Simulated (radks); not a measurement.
Results of a calculation; reference values are marked as such.
Problem. Ag44+, 3 electrons, occupied as [He] 2s1 (the NIST ground configuration). Code: a radial shooting solver on a logarithmic mesh with Libxc functionals. Model: Dirac Kohn-Sham, exchange-only PBE, spin-unpolarised, spherical densities, finite nucleus; Fermi nuclear charge, rms radius 4.5454 fm. Some entries of the table are withheld. Estimate them.

orbital,occ.,eigenvalue (hartree),<1/r> (bohr^-1),<r> (bohr)
1s1/2,2,-1087.217,(1),0.03093
2s1/2,1,-264.1044,12.30,0.1256
2p1/2,0,-260.5976,(2),(3)
2p3/2,0,-252.7878,(4),(5)
3s1/2,0,(6),(7),0.2880

Solution. 
(1) 1s1/2 <1/r> (bohr^-1): 49.63
(2) 2p1/2 <1/r> (bohr^-1): 12.23
(3) 2p1/2 <r> (bohr): 0.1048
(4) 2p3/2 <1/r> (bohr^-1): 11.50
(5) 2p3/2 <r> (bohr): 0.1092
(6) 3s1/2 eigenvalue (hartree): -114.6359
(7) 3s1/2 <1/r> (bohr^-1): 5.338
